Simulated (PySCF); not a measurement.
F2S. Atoms are numbered in the order given.

```xyz
3

F      0.0000    -1.2150    -0.4910
S      0.0000     0.0000     0.5524
F      0.0000     1.2150    -0.4910
```

Geometry optimised at r2SCAN-D4/def2-TZVP.

These are r2SCAN-D4/def2-TZVP in PySCF values and carry that method's errors.

Frequencies are harmonic and unscaled.

| mode | ν (cm⁻¹) | IR (km/mol) | Raman (Å⁴/amu) | depolarisation | moving atoms (share of kinetic energy) |
|---|---|---|---|---|---|
| 1 | 345 | 3.5 | 1.8 | 0.66 | F 83 %, S 17 % |
| 2 | 806 | 146.2 | 5.8 | 0.75 | F 59 %, S 41 % |
| 3 | 834 | 73.1 | 8.9 | 0.16 | F 63 %, S 37 % |
